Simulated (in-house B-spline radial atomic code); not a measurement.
Values are calculated unless marked as measured or tabulated.
# Correlation energy from the adiabatic connection: ω²r²/2 − Z/r, ω = 1.47, Z = 1

Two electrons in a singlet, external potential ω²r²/2 − Z/r, ω = 1.47, Z = 1 (atomic units). Full CI in B-splines (partial waves to l = 8, correlation up to 0.6 % small) with the density held fixed gives W(λ) = <V_ee>_λ − U, and E_c is the integral of W(λ) − W(0) from 0 to 1.

```csv
λ,W(λ) − W(0) (hartree)
0,0.00000
0.02,-0.00187
0.05,-0.00464
0.12,-0.01097
0.25,-0.02225
0.4,-0.03455
0.6,-0.04984
0.8,-0.06399
1,-0.07711
```

(1) Integrate the table by the trapezoid rule.

(2) Now use only three numbers: W(0) = -1.1052, the initial slope W'(0) = -0.09375 (extrapolated from the first points) and the strong-coupling limit of the point-charge-plus-continuum model, W∞ = -1.5278. What do second-order theory and the interpolation W(λ) = W∞ + (W(0) − W∞)/√(1 + 2χλ) of Seidl, Perdew and Levy give?

Answers

(1) The strips give -0.00002, -0.00010, -0.00055, -0.00216, -0.00426, -0.00844, -0.01138, -0.01411, which sum to -0.04101 hartree. The direct value, W(1) − W(0) + T_c with T_c = 0.03602, is -0.04109; the curve is convex, so chords lie above it and the trapezoids fall short in size by 0.18 %.

(2) Second order keeps the slope alone: E_c = W'(0)/2 = -0.04688, +14 % in size against -0.04109. Matching the slope fixes χ = W'(0)/(W∞ − W(0)) = -0.09375/(-0.42260) = 0.22184. Integrating, with s = √(1 + 2χ) = 1.201533, E_c = −(W(0) − W∞)(s − 1)/(s + 1) = −0.42260 × 0.201533/2.201533 = -0.03869 hartree, -5.8 % in size against the full result. At λ = 1 the formula gives W − W(0) = -0.07088 against -0.07711. Part of the miss can come from the model's W∞.
